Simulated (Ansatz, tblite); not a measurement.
Cost and result up the ladder for [InBrH3]- (InH₃Br⁻) (5 atoms). Total charge -1; singlet. Geometry: r2SCAN-D4/def2-TZVPD.

```xyz
5

In   -0.014   -0.213   -0.178
Br    0.117    1.827    1.529
H    -1.682   -0.757   -0.063
H     1.167   -1.360    0.439
H     0.411    0.503   -1.727
```

Ansatz on 4 threads of Arm Neoverse V1 on a shared host; xTB runs through tblite on one thread. Times are rough, summed over both states, and most runs start from the orbitals of an earlier one. CCSD(T)/def2-TZVPPD serves as the yardstick here, not as an exact answer. The other state is a doublet.

In the def2 sets In takes a core potential; there is no spin–orbit coupling. The xTB rows come from tblite. Correlated methods freeze 13 core orbitals; core or outer-core shells of In, Br are correlated, in sets that lack core-valence functions. In CCSD on the charge 0 doublet the largest single amplitude is 0.34, so its Hartree–Fock determinant may place the open shell otherwise than the density functionals do. HOMO above LUMO, or a gap near zero within one spin, warns that the state may not be the lowest or that an electron is smeared out.

Run but left out: PBE-D4/def2-TZVPD (neutral doublet: an occupied level 0.14 eV above an empty one).

Correlated methods converge slowly with the basis.

Raw xTB energies of ions are shifted by several eV.

| level | functions | wall time |
| --- | --- | --- |
| GFN2-xTB | 21 | 0.005 s |
| GFN1-xTB | 24 | 0.006 s |
| PBE0-D4/def2-TZVPD (with forces) | 140 | 7.7 s |
| r2SCAN-D4/def2-TZVPD | 140 | 11 s |
| CCSD(T)/def2-TZVPPD | 164 | 3 min |

Task: Estimate what each level gives for the vertical IE (eV).

Result: 
| level | vertical IE (eV) | difference from CCSD(T)/def2-TZVPPD (eV) | remarks |
| --- | --- | --- | --- |
| GFN2-xTB | 9.35 | 4.39 | – |
| GFN1-xTB | 8.89 | 3.93 | – |
| PBE0-D4/def2-TZVPD (with forces) | 4.63 | -0.32 | – |
| r2SCAN-D4/def2-TZVPD | 4.46 | -0.49 | gap within one spin near zero (doublet) |
| CCSD(T)/def2-TZVPPD | 4.95 | 0.00 | – |
